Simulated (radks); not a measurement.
Results of a calculation; reference values are marked as such.
All-electron atom: Cu in [Ar] 3d10 4s1. Level of theory: non-relativistic Kohn-Sham, LDA (Slater exchange, Perdew-Wang correlation), spin-polarised, spherical densities, point nucleus; open shells are filled with parallel spins first (a radial shooting solver on a logarithmic mesh with Libxc functionals).

Normalised radial functions P(r) = r R(r), r in bohr:

```
   r/bohr * 4s down (the largest magnitude, 0.614, reaches the edge; | marks zero)
 0.005202                             | *
 0.006883                             | *
 0.009035                             | *
  0.01195                             |  *
  0.01569                             |  *
  0.02076                             |   *
  0.02725                             |   *
  0.03606                             |   *
  0.04733                             |  *
  0.06262                             |*
  0.08285                           * |
   0.1088                         *   |
   0.1439                       *     |
   0.1889                       *     |
   0.2499                          *  |
    0.328                             |  *
    0.434                             |        *
   0.5697                             |          *
   0.7538                             |     *
   0.9894                         *   |
    1.309              *              |
    1.718     *                       |
    2.274  *                          |
    3.008     *                       |
    3.948           *                 |
    5.224                  *          |
    6.857                        *    |
    9.073                           * |
```

4s down (empty): eigenvalue -4.197 eV, 3 radial nodes at r = 0.0691, 0.286, 0.903 bohr, <r> = 2.99 bohr, 90 % of the charge inside 4.70 bohr.
